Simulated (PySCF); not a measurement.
AlH4, SMILES [AlH4-], charge -1. Atoms are numbered in the order given.

```xyz
5

Al     0.0000     0.0000     0.0000
H      0.9506     0.9506     0.9506
H     -0.9506     0.9506    -0.9506
H     -0.9506    -0.9506     0.9506
H      0.9506    -0.9506    -0.9506
```
Charge -1, spin multiplicity 1.

Geometry optimised at PBE0-D3(BJ)/def2-TZVPD. The isomer is the one that the SMILES or the coordinates give; other isomers of the formula were not compared.

All values below come from PBE0/pcJ-1 in PySCF.

Isotropic couplings with Fermi-contact, spin-dipole and both spin-orbit terms, one fixed conformer, no vibrational averaging. Isotopes: 1H.

| pair | bonds apart | J (Hz) |
|---|---|---|
| H2–H3 | 2 | … |
| H2–H4 | 2 | … |
| H2–H5 | 2 | … |
| H3–H4 | 2 | … |
| H3–H5 | 2 | … |
| H4–H5 | 2 | … |

Some entries are withheld; supply them. (An estimate is asked for; the answer gives what the named calculation found.)


- H2–H3, J (Hz): -0.4
- H2–H4, J (Hz): -0.4
- H2–H5, J (Hz): -0.3
- H3–H4, J (Hz): -0.4
- H3–H5, J (Hz): -0.3
- H4–H5, J (Hz): -0.3
